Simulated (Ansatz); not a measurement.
`COBCCl` and `BCCl` differ in one atom or group.

Ansatz, PBE0-D4/def2-TZVP geometries, multiplicity 1. Each molecule was computed in one conformer, which needn't be the lowest.

```csv
property,`COBCCl`
HOMO–LUMO gap (ωB97M-V/def2-TZVPP) / eV,11.71
HOMO–LUMO gap (PBE0/def2-TZVPP) / eV,7.50
HOMO energy (ωB97M-V/def2-TZVPP) / eV,-10.31
HOMO energy (PBE/def2-TZVPP) / eV,-6.64
HOMO–LUMO gap (B3LYP/def2-TZVPP) / eV,7.01
HOMO–LUMO gap (PBE/def2-TZVPP) / eV,5.10
```

Q: Give the same properties after the change, and the shifts. (Estimate.)

A: The calculation gave: 
```
                               property  `BCCl`  shift
HOMO–LUMO gap (ωB97M-V/def2-TZVPP) / eV   10.67  -1.04
   HOMO–LUMO gap (PBE0/def2-TZVPP) / eV    6.41  -1.09
  HOMO energy (ωB97M-V/def2-TZVPP) / eV  -10.51  -0.20
      HOMO energy (PBE/def2-TZVPP) / eV   -6.80  -0.16
  HOMO–LUMO gap (B3LYP/def2-TZVPP) / eV    5.91  -1.10
    HOMO–LUMO gap (PBE/def2-TZVPP) / eV    3.97  -1.13
```

With PBE0 the HOMO falls by 0.17 eV and the LUMO falls by 1.26 eV, so the gap narrows by about 1.09 eV. PBE moves the HOMO by -0.16 eV and ωB97M-V by -0.20 eV.

B3LYP here is the variant with VWN-RPA as its local correlation; programs differ in this.
